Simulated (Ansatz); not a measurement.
AlFH4OSi, SMILES `[OH][Al]([F])[SiH3]`, 8 atoms. Total charge 0; spin multiplicity 1. All runs use 2 threads of an Arm Neoverse V1 on a shared host. Correlated methods freeze the cores.

**Question.** How many basis functions does each run have, and how long does it take in Ansatz? RKS revPBE-D4/def2-TZVPP energy; RKS SPW92 (LDA)/def2-TZVPP energy; RKS ωB97M-V/def2-QZVPP energy; RKS PBE0-D4/def2-QZVPP energy; RHF-CCSD(T)/def2-SVP energy; RKS PBE0-D4/def2-TZVP relaxation (8 steps); RHF-CCSD(T)/def2-TZVPP energy; RKS ωB97M-V/def2-SVP energy; direct RPA on PBE orbitals/def2-TZVPP energy; RHF-MP2/def2-QZVPP energy; RKS PBE0-D4/def2-SVP energy; RKS B2PLYP (frozen core)/def2-TZVPP energy. (Best estimate.)

**Answer.** Computed: Other jobs shared the machine, so times are rough.

```
                                level                   job  functions  wall time  peak host memory (GiB)
           RKS SPW92 (LDA)/def2-TZVPP                energy        202      1.2 s                    0.21
                 RKS PBE0-D4/def2-SVP                energy         84      1.2 s                    0.38
             RKS revPBE-D4/def2-TZVPP                energy        202      2.1 s                    0.22
                 RHF-CCSD(T)/def2-SVP                energy         84      2.4 s                    0.38
  RKS B2PLYP (frozen core)/def2-TZVPP                energy        202      5.5 s                     0.4
                 RKS ωB97M-V/def2-SVP                energy         84      6.5 s                    0.38
direct RPA on PBE orbitals/def2-TZVPP                energy        202      6.5 s                    0.38
               RKS PBE0-D4/def2-QZVPP                energy        374        8 s                       1
                   RHF-MP2/def2-QZVPP                energy        374       18 s                     1.4
               RKS ωB97M-V/def2-QZVPP                energy        374       21 s                     1.1
                RKS PBE0-D4/def2-TZVP  relaxation (8 steps)        160       29 s                    0.32
               RHF-CCSD(T)/def2-TZVPP                energy        202       69 s                     2.4
```
